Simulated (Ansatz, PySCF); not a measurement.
Molecule: sum formula H6SiN2O2 (charge 0, singlet). 
Structure (B3LYP-D3(BJ)/def2-TZVP (Ansatz, an electronic-structure program) minimum search):
```xyz
11

Si    -0.0057    -0.0156    -0.0031
O     -0.6135    -1.3154    -0.8085
O      1.6155    -0.1104    -0.3250
N     -0.4868     1.5601    -0.4653
N     -0.5584    -0.2067     1.5919
H     -0.0393    -1.6929    -1.4793
H      2.1712     0.5861     0.0318
H     -0.1067     1.9833    -1.2970
H     -1.4348     1.8617    -0.3034
H     -0.5116     0.5284     2.2756
H     -0.6978    -1.1159     1.9983
```
Charge 0, spin multiplicity 1.

PBE beside other levels, property by property. Cores are frozen in the correlated levels unless marked. UHF or UKS for open shells. No spin-orbit coupling. Non-relativistic. CBS marks a two-point X^-3 extrapolation of the correlation energy; Hartree-Fock from the larger set. The bracket is a focal-point correction in the basis named. Rows marked 298 K are enthalpies with B3LYP-D3(BJ) harmonic zero-point and thermal terms. Atomisation energies are electronic, to ground-state atoms; the column to compare with has the core term from cc-pwCVTZ added, other frozen-core levels have none. Frequencies are from Ansatz or PySCF. The coupled-cluster column (Ansatz) is a level with limits of its own: RI-MP2/CBS(cc-pV(T+d)Z,cc-pV(Q+d)Z)+[CCSD(T)-MP2]/cc-pV(T+d)Z.

```json
[
 {"property": "N-Si bond dissociation enthalpy, 298 K, to [NH2] (NH2) + N[Si](O)O (kcal/mol)", "SVWN5/def2-TZVPD (Ansatz)": "126.4", "B3LYP-D3(BJ)/def2-TZVPD (Ansatz + dftd3)": "108.4", "PBE0/def2-TZVPD (Ansatz)": "108.4", "coupled cluster": "116.7"},
 {"property": "H-N bond dissociation enthalpy, 298 K, to [NH][Si](N)(O)O + H atom (kcal/mol)", "SVWN5/def2-TZVPD (Ansatz)": "121.7", "B3LYP-D3(BJ)/def2-TZVPD (Ansatz + dftd3)": "108.8", "PBE0/def2-TZVPD (Ansatz)": "107.8", "coupled cluster": "113.7"},
 {"property": "atomisation energy (kcal/mol)", "SVWN5/def2-TZVPD (Ansatz)": "1158.1", "B3LYP-D3(BJ)/def2-TZVPD (Ansatz + dftd3)": "1005.5", "PBE0/def2-TZVPD (Ansatz)": "991.0", "coupled cluster": "1015.7"},
 {"property": "proton affinity at N, enthalpy at 298 K, to N[Si]([NH3+])(O)O (kcal/mol)", "SVWN5/def2-TZVPD (Ansatz)": "213.4", "B3LYP-D3(BJ)/def2-TZVPD (Ansatz + dftd3)": "220.4", "PBE0/def2-TZVPD (Ansatz)": "220.6", "coupled cluster": "219.5"},
 {"property": "O-Si bond dissociation enthalpy, 298 K, to N[Si](N)O + [OH] (HO) (kcal/mol)", "SVWN5/def2-TZVPD (Ansatz)": "150.0", "B3LYP-D3(BJ)/def2-TZVPD (Ansatz + dftd3)": "129.4", "PBE0/def2-TZVPD (Ansatz)": "128.8", "coupled cluster": "138.6"},
 {"property": "H-O bond dissociation enthalpy, 298 K, to N[Si](N)([O])O + H atom (kcal/mol)", "SVWN5/def2-TZVPD (Ansatz)": "119.8", "B3LYP-D3(BJ)/def2-TZVPD (Ansatz + dftd3)": "111.2", "PBE0/def2-TZVPD (Ansatz)": "111.4", "coupled cluster": "121.6"}
]
```

Task: What does PBE/def2-TZVPD (Ansatz) give for each property, and on which side of coupled cluster does it fall?

Result: 
- N-Si bond dissociation enthalpy, 298 K, to [NH2] (NH2) + N[Si](O)O: PBE lies 10.8 kcal/mol below coupled cluster; PBE gives 105.9 kcal/mol.
- H-N bond dissociation enthalpy, 298 K, to [NH][Si](N)(O)O + H atom: PBE lies 7.1 kcal/mol below coupled cluster; PBE gives 106.6 kcal/mol.
- atomisation energy: PBE lies 0.5 kcal/mol below coupled cluster; PBE gives 1015.2 kcal/mol.
- proton affinity at N, enthalpy at 298 K, to N[Si]([NH3+])(O)O: PBE lies 0.6 kcal/mol below coupled cluster; PBE gives 218.9 kcal/mol.
- O-Si bond dissociation enthalpy, 298 K, to N[Si](N)O + [OH] (HO): PBE lies 10.4 kcal/mol below coupled cluster; PBE gives 128.2 kcal/mol.
- H-O bond dissociation enthalpy, 298 K, to N[Si](N)([O])O + H atom: PBE lies 16.1 kcal/mol below coupled cluster; PBE gives 105.5 kcal/mol.
